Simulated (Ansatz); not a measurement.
Start from `F[C@@H]1[O][Ge@H]1[SiH3]` and change one atom or group (the configuration at a centre changes too) to get `[CH3][Ge@H]1[O][C@@H]1F`.

Ansatz, PBE0-D4/def2-TZVP geometries, multiplicity 1. 

Scalar relativity is left out up to krypton.

```json
{"property": "HOMO energy (PBE0/def2-TZVPP) / eV", "`F[C@@H]1[O][Ge@H]1[SiH3]`": "-7.02"}
{"property": "HOMO–LUMO gap (ωB97M-V/def2-TZVPP) / eV", "`F[C@@H]1[O][Ge@H]1[SiH3]`": "9.54"}
{"property": "LUMO energy (ωB97M-V/def2-TZVPP) / eV", "`F[C@@H]1[O][Ge@H]1[SiH3]`": "0.42"}
{"property": "HOMO–LUMO gap (PBE0/def2-TZVPP) / eV", "`F[C@@H]1[O][Ge@H]1[SiH3]`": "5.60"}
{"property": "HOMO energy (PBE/def2-TZVPP) / eV", "`F[C@@H]1[O][Ge@H]1[SiH3]`": "-5.90"}
{"property": "LUMO energy (PBE/def2-TZVPP) / eV", "`F[C@@H]1[O][Ge@H]1[SiH3]`": "-2.18"}
```

**Question.** What does the change do to each property? (An estimate is asked.)

**Answer.** Computed: 
| property | `[CH3][Ge@H]1[O][C@@H]1F` | shift |
| --- | --- | --- |
| HOMO energy (PBE0/def2-TZVPP) / eV | -6.94 | 0.08 |
| HOMO–LUMO gap (ωB97M-V/def2-TZVPP) / eV | 10.24 | 0.70 |
| LUMO energy (ωB97M-V/def2-TZVPP) / eV | 1.13 | 0.71 |
| HOMO–LUMO gap (PBE0/def2-TZVPP) / eV | 6.21 | 0.61 |
| HOMO energy (PBE/def2-TZVPP) / eV | -5.75 | 0.15 |
| LUMO energy (PBE/def2-TZVPP) / eV | -1.52 | 0.66 |

With PBE0 the HOMO rises by 0.08 eV and the LUMO rises by 0.70 eV, so the gap widens by about 0.62 eV. PBE moves the HOMO by 0.15 eV and ωB97M-V by 0.01 eV.
